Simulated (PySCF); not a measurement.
Match each property card to its molecule.

Structures:
1. `c1(c(ccc(F)c1)Cl)F`
2. `FC(F)(Cl)C(Cl)(Cl)Cl`
3. `[F][In]([F])([F])<-[AsH3]`
4. `C([C@@H](C)C[S@@](C)=O)CC`

Card P (geometry GFN2-xTB):
* Rotational constants A, B, C: 2.908, 0.929, 0.704 GHz
* Static isotropic polarisability (PBE0/def2-SVPD): 82.1 au
* Dipole moment (PBE0/def2-SVPD): 1.46 D
* HOMO energy (PBE0/def2-SVPD): -7.39 eV
* Lowest triplet excitation (Tamm–Dancoff) (TDA PBE0/def2-SVPD): 4.01 eV
* Point group: Cs

Card Q (geometry PBE0-D3(BJ)/def2-SVP):
* Rotational constants A, B, C: 1.235, 0.923, 0.880 GHz
* Static isotropic polarisability (B3LYP/def2-SVPD): 81.5 au
* 13C chemical shifts (computed TMS as zero) by class (GIAO PBE0/pcSseg-1): 134.9 (1 C), 119.7 (1 C) ppm
* Lowest singlet excitation (TDDFT B3LYP/def2-SVPD): 6.25 eV (198 nm, f = 0.000)
* Point group: Cs
* Isotropic shieldings of nuclei other than C and H, by class (GIAO PBE0/pcSseg-1): 250 (2 F), 509 (3 Cl), 625 (1 Cl) ppm
* Vertical ionisation energy (ΔSCF B3LYP/def2-SVPD): 11.09 eV

Card R (geometry PBE0-D3(BJ)/def2-SVP):
- Rotational constants A, B, C: 3.104, 0.530, 0.515 GHz
- Static isotropic polarisability (CAM-B3LYP/def2-SVPD): 112.9 au
- Point group: C1
- Strongest line among the 10 lowest singlet transitions (TDDFT CAM-B3LYP/def2-SVPD): S4 at 6.88 eV (180 nm, f = 0.086)
- Isotropic shieldings of nuclei other than C and H, by class (GIAO B97-2/pcSseg-1): 283 (1 O), 213 (1 S) ppm

Card S (geometry PBE0-D3(BJ)/def2-SVP):
- Rotational constants A, B, C: 2.308, 0.890, 0.889 GHz
- Static isotropic polarisability (B3LYP/def2-SVPD): 65.9 au
- HOMO energy (B3LYP/def2-SVPD): -9.50 eV
- Dipole moment (B3LYP/def2-SVPD): 6.21 D
- Vertical ionisation energy (ΔSCF B3LYP/def2-SVPD): 11.65 eV
- Lowest triplet excitation (Tamm–Dancoff) (TDA B3LYP/def2-SVPD): 5.42 eV

Species are written as SMILES; each is one conformer at its optimised geometry, gas phase (atoms past krypton carry core potentials, spin–orbit coupling is left out); the electronic structure was computed with PySCF and density fitting. NMR classes are plain means over equivalent atoms (diastereotopic ones count apart unless rotation or inversion swaps them), as if these changed places fast.

Question: Which card belongs to which structure?

Answer: P = 1, Q = 2, R = 4, S = 3. What ties each card to its structure:
- 1 (card P), C6H3ClF2, monoisotopic mass 148.0 u, 9 heavy atoms: an asymmetric top with C = 0.704 GHz; polarisability 82.1 au for 74 electrons; dipole 1.46 D.
- 2 (card Q), C2Cl4F2, monoisotopic mass 201.9 u, 8 heavy atoms: 2 C in 2 classes; the least shielded carbon (134.9 ppm) is a CF2 carbon; an asymmetric top with C = 0.880 GHz; polarisability 81.5 au for 98 electrons. NMR values of atoms bound to several Cl lack the spin–orbit term that these neighbours bring.
- 3 (card S), AsF3H3In, monoisotopic mass 249.8 u, 5 heavy atoms: a nearly prolate symmetric top with C = 0.889 GHz, the highest such constant on the cards; polarisability 65.9 au for 112 electrons; dipole 6.21 D.
- 4 (card R), C7H16OS, monoisotopic mass 148.1 u, 9 heavy atoms: point group C1; an asymmetric top with C = 0.515 GHz, the lowest such constant on the cards; polarisability 112.9 au for 82 electrons.
